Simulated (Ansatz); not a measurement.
Isomers of C3H4Si. All species are isolated molecules in the gas phase. Strings in code marks are SMILES.

Quantity: electronic energy of isomers of C3H4Si relative to `C#C[SiH]=C`, in kJ/mol. The restricted reference of `C=C=C=[SiH2]`, `[SiH2]=C1C=C1`, `C#C[SiH]=C` and `C#CC=[SiH2]` is unstable towards unrestricted orbitals.

A: `C=C=C=[SiH2]`
B: `C=[si]1cc1`
C: `C#CC=[SiH2]`
D: `[SiH2]=C1C=C1`

Task: Rank these by electronic energy of isomers of C3H4Si relative to `C#C[SiH]=C` (lowest first), as frozen-core CCSDT(Q)/6-31g // B3LYP-D3(BJ)/def2-TZVP (Ansatz, an electronic-structure program) gives it.

Result: C (25.39 kJ/mol), A (35.94 kJ/mol), B (132.0 kJ/mol), D (181.8 kJ/mol)
